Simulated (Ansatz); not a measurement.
Input for Ansatz (an electronic-structure program): R-MP2/def2-TZVPPD on F2Zn (SMILES [F][Zn][F]), atoms moved off the minimum. Files ending in .json are basis or fitting sets from the Basis Set Exchange.

Ansatz 0.2 input:
```yaml
crystal:
  periodic: [false, false, false]
  atoms:
    - {symbol: Zn, position_ang: [-0.03368496, 0.03554694, 0.13598659]}
    - {symbol: F, position_ang: [0.01539603, 0.01363029, 1.76366411]}
    - {symbol: F, position_ang: [-0.10187255, -0.12683316, -1.60195647]}
basis:
  gaussian:
    orbitals: def2-TZVPPD.json
magnetization: {spin_polarized: false}
correlation: {method: mp2, electrons: outside_noble_gas}
scf: {lower_state_search: off}
output: {forces: true}
```

Output:

```
WARN ansatz: RAYON_NUM_THREADS=1 ignored (pool sized by the plan → 1); use --threads N
Functional definition: HF
these checks for a lower state are left out or cut short: starts, cluster_reference, orbital_swaps, neighbouring_geometries, increment
integrals: 0.14 GiB planned
985 factors; integrals over basis functions are off by at most 1.1e-3 eV
mean field: 0.41 GiB planned
mean field evaluation 1: about -53788.9507 eV, gradient 4.4e1 eV
mean field evaluation 2: about -53789.1545 eV, gradient 4.4e1 eV
mean field evaluation 4: about -53792.1136 eV, gradient 3.9e0 eV
mean field evaluation 8: about -53792.1448 eV, gradient 6.8e-1 eV
mean field evaluation 16: about -53792.1456 eV, gradient 2.8e-6 eV
mean field -53792.14560921 eV, -1976.8248895126 hartree, gradient 2.8e-6 eV, S^2 0.000000; 0 other end points of the search recorded, 0 dependent functions left out
11 core orbitals not correlated
reference -53792.14560921 eV, -1976.8248895126 hartree; 13, 13 occupied and 123, 123 virtual orbitals, 985 factors
densities: 0.36 GiB planned
second order -27.61483210 eV of doubles, -0.00000000 eV of singles
the calculation of the forces begins
Total energy: -53819.76044131 eV, -1977.8397158742 hartree
Atom 0 at    -0.033685     0.035547     0.135987 Å, force    -0.141551    -0.240890    -3.868886 eV/Å
Atom 1 at     0.015396     0.013630     1.763664 Å, force     0.114649     0.081392     3.442255 eV/Å
Atom 2 at    -0.101873    -0.126833    -1.601956 Å, force     0.026902     0.159499     0.426632 eV/Å
Dipole moment:     0.011403     0.099419     0.094498 e Å
Checks for a lower state left out: starts, cluster_reference, orbital_swaps, neighbouring_geometries, increment
```

Self-consistency was reached.

Cost: around 9 core-seconds (rough).
